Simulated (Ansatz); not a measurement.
**How methods differ on GeH3F (GeFH3)**

The species is GeH3F (5 atoms), meant as a singlet with charge 0. As SMILES, `[H][Ge]([H])([H])[F]`. The shape comes from GFN2-xTB, which is rough for such elements, and wasn't checked as a minimum.

```xyz
5

Ge   -0.0013    0.0007   -0.1397
F     0.0103   -0.0182    1.5949
H     1.4486    0.0117   -0.4946
H    -0.7318    1.2607   -0.4655
H    -0.7258   -1.2550   -0.4950
```

Each level gives the energy change with the Ge1–H4 bond stretched from 1.492 to 2.239 Å (eV). The values are calculated.

| level | kind | program | value (eV) | less FCI/STO-3G | CPU time (all runs) |
| --- | --- | --- | --- | --- | --- |
| SVWN5/STO-3G (restricted) | LDA | Ansatz | 2.77 | +0.18 | 1.8 s |
| PBE/STO-3G (restricted) | GGA | Ansatz | 2.63 | +0.04 | 2.7 s |
| r2SCAN/STO-3G (restricted) | meta-GGA | Ansatz | 2.84 | +0.25 | 6.7 s |
| r2SCAN0/STO-3G (restricted) | hybrid meta-GGA | Ansatz | 3.09 | +0.50 | 7.1 s |
| wB97M-V/STO-3G (restricted) | range-separated hybrid | Ansatz | 3.11 | +0.52 | 38 s |
| B2PLYP/STO-3G (restricted) | double hybrid | Ansatz | 3.00 | +0.41 | 3.9 s |
| RPA@PBE/STO-3G (restricted) | RPA | Ansatz | 2.57 | -0.02 | 5.3 s |
| CCSD(T)/STO-3G (restricted) | coupled cluster or CI | Ansatz | 2.61 | +0.02 | 0.55 s |
| CCSD/STO-3G (restricted) | coupled cluster or CI | Ansatz | 2.65 | +0.06 | 0.56 s |
| FCI/STO-3G | exact in the basis | Ansatz | 2.59 | 0.00 | 27 s |

FCI/STO-3G is exact within its basis and frozen core, so for wave-function methods in that basis the difference is their error; functionals converge differently with the basis, so for them it is only a difference. All-electron rows without a relativistic Hamiltonian named are non-relativistic. The first shape isn't each level's own minimum. The values span 2.57 to 3.11 eV. All rows use very small basis sets, so even the best lies far from the true value. In the correlated wave-function rows the outer d shell of Ge is correlated, in sets not made for it. CPU times are rough (shared hosts, several kinds of processor): they show what a rung costs within a factor of a few.
